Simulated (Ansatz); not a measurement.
Start from `[F][GaH][Br]` and change one atom or group to get `[F][GaH][Cl]`.

Ansatz, PBE0-D4/def2-TZVP geometries, multiplicity 1. 

Scalar relativity is left out up to krypton. Spin–orbit coupling is left out; it splits and shifts lone-pair levels of the heavy atoms by tenths of an eV.

```json
{"property": "HOMO energy (PBE0/def2-TZVPP) / eV", "`[F][GaH][Br]`": "-8.78"}
{"property": "HOMO–LUMO gap (PBE0/def2-TZVPP) / eV", "`[F][GaH][Br]`": "7.16"}
{"property": "LUMO energy (ωB97M-V/def2-TZVPP) / eV", "`[F][GaH][Br]`": "0.10"}
{"property": "zero-point energy (PBE0-D4/def2-TZVP) / kJ/mol", "`[F][GaH][Br]`": "25.5"}
{"property": "HOMO–LUMO gap (ωB97M-V/def2-TZVPP) / eV", "`[F][GaH][Br]`": "11.10"}
{"property": "size of the dipole moment (B3LYP/def2-TZVPP) / D", "`[F][GaH][Br]`": "2.00"}
```

(1) What does the change do to each property? (An estimate is asked.)

Results:

(1) Computed: 
```
                                        property  `[F][GaH][Cl]`  shift
              HOMO energy (PBE0/def2-TZVPP) / eV           -9.36  -0.58
            HOMO–LUMO gap (PBE0/def2-TZVPP) / eV            7.81   0.65
           LUMO energy (ωB97M-V/def2-TZVPP) / eV            0.18   0.08
  zero-point energy (PBE0-D4/def2-TZVP) / kJ/mol            26.5    1.0
         HOMO–LUMO gap (ωB97M-V/def2-TZVPP) / eV           11.81   0.71
size of the dipole moment (B3LYP/def2-TZVPP) / D            2.11   0.11
```

With PBE0 the HOMO falls by 0.58 eV and the LUMO rises by 0.07 eV, so the gap widens by about 0.65 eV. PBE moves the HOMO by -0.45 eV and ωB97M-V by -0.63 eV. Dipoles are sizes alone; their direction can turn.

B3LYP here is the variant with VWN-RPA as its local correlation; programs differ in this.
